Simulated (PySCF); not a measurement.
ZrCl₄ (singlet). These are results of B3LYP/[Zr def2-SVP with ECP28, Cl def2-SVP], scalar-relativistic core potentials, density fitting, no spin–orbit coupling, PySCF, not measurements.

Harmonic bands of its minimum:

| ω (cm⁻¹) | IR (km/mol, summed over degenerate members) | degeneracy |
| --- | --- | --- |
| 97 | 0.0 | 2 |
| 108 | 11.6 | 3 |
| 372 | 0.0 | 1 |
| 425 | 311 | 3 |

Task: The central atom is Zr. Infer the point group and assign the bands.

Result: Td. The modes span e + 2t2 + a1: 97 e, 108 t2, 372 a1, 425 t2. The computed geometry has Zr–Cl 2.339 Å (×4); Cl–Zr–Cl 109.5° (×6).

Stability towards spin polarisation was not tested. Only a few start shapes were tried, so a lower isomer may exist.
